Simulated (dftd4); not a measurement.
HO₂ (SMILES [O]O), doublet, geometry from GFN2-xTB; D4 for tpss in dftd4.

The dftd4 input:
```
$ dftd4 mol.xyz --func tpss --charge 0 --json dftd4.json --noedisp --grad

# file mol.xyz
3

O     -0.50300875     0.32094818     0.02100596
O      0.65391542    -0.27519835    -0.02369777
H     -1.20725328    -0.36599861     0.02153448
```

What the program printed (banner, timings and long lists left out):

```
                    ____  _____ _____     ____  _  _
      -------------|  _ \|  ___|_   _|---|  _ \| || |------------
     |             | | | | |_    | | ___ | | | | || |_           |
     |             | |_| |  _|   | ||___|| |_| |__   _|          |
     |             |____/|_|     |_|     |____/   |_|            |
     |             ===================================           |
     |            E. Caldeweyher, S. Ehlert & S. Grimme          |
     |          Mulliken Center for Theoretical Chemistry        |
     |                    University of Bonn                     |
      -----------------------------------------------------------

Rational (Becke-Johnson) damping: tpss-D4-ATM
---------------------
  s6         1.0000
  s8         1.7660
  s9         1.0000
  a1         0.4282
  a2         4.5426
 alp        16.0000
--------------------

Dispersion energy:      -6.2203962182245E-04 Eh

Gradient norm:           3.4714625384297E-05 Eh/a0
--------------------------------------------------
     #    Z           dE/dx      dE/dy      dE/dz
--------------------------------------------------
     1    8 O    -2.176E-05 -1.351E-05  2.125E-07
     2    8 O     6.130E-06 -2.621E-06 -2.232E-07
     3    1 H     1.563E-05  1.613E-05  1.073E-08
--------------------------------------------------

Virial:
--------------------------------------------------
      component           x          y          z
--------------------------------------------------
          x      -7.400E-06 -2.720E-05 -5.022E-07
          y      -2.720E-05 -1.799E-05  2.375E-07
          z      -5.022E-07  2.375E-07  1.887E-08
--------------------------------------------------

[Info] Dispersion results written to 'dftd4.txt'
[Info] JSON dump of results written to 'dftd4.json'
```
